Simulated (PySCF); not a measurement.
## Two-component Hartree-Fock for Zn¹¹⁺ (zinc, charge +11)

Start: [Ar] 3d1; 3d5/2 filled at m_j = +5/2. Calculated with PySCF 2.14 in an even-tempered Gaussian basis (17 s from 0.76 bohr⁻², ratio 2.8; 12 p from 0.98 bohr⁻², ratio 2.8; 8 d from 0.98 bohr⁻², ratio 2.8; 4 f from 2.9 bohr⁻², ratio 3): generalised Hartree-Fock with the X2C-1e Hamiltonian and a Gaussian nucleus; one run each with spin-orbit coupling (SO) screened by Boettger's factors, then bare. This is a chosen level, not necessarily the ground level.

```
spinor shell  electrons  ε, screened SO (eV)  ε, bare SO (eV)  weight of nominal j (bare SO)  rms radius, bare SO (bohr)
       1s1/2          2             -10054.0         -10054.0                          1.000                      0.0580
       2s1/2          2              -1563.5          -1563.5                          1.000                       0.243
       2p1/2          2              -1410.5          -1411.7                          0.999                       0.215
       2p3/2          4              -1386.8          -1386.3                          0.999                       0.219
       3s1/2          2              -440.26          -440.26                          1.000                       0.658
       3p3/2          4              -381.78          -381.71                          0.952                       0.667
       3p1/2          2              -385.17          -385.35                          0.904                       0.661
       3d5/2          1              -309.99          -309.86                          1.000                       0.638
```

```tsv
quantity	screened SO	bare SO
E (hartree)	-1745.43136	-1745.43476
M_J	5/2	5/2
⟨J²⟩	8.754	8.754
⟨L²⟩	6.004	6.004
⟨S²⟩	0.752	0.752
```

Each row is a mean over spinors that exchange with the open shell spreads, by up to 9.650 eV (3p3/2).
